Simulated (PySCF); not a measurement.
C4H4F2O2, SMILES C1(OCOC1)=C(F)F. Coordinates come from a B3LYP-D3(BJ)/def2-SVP optimisation. This is a generated structure with no PubChem entry under its InChIKey; it may be hypothetical. The values are those of a single conformer.

Computed equilibrium geometry at B3LYP-D3(BJ)/def2-SVP (PySCF confirms it by a frequency run) as Cartesian coordinates in Å (one conformer of several):
```xyz
12

F      1.4863    -1.7933     0.6187
C      1.2390    -0.5410     0.2868
F      2.3425     0.1987     0.2668
C      0.0415    -0.0301     0.0113
C     -0.2885     1.3917    -0.3913
O     -1.7020     1.4090    -0.2690
C     -2.1204     0.0976    -0.4986
O     -1.1201    -0.7485     0.0579
H      0.0326     1.6060    -1.4306
H      0.1434     2.1541     0.2733
H     -2.2128    -0.1186    -1.5849
H     -3.0763    -0.0843     0.0128
```
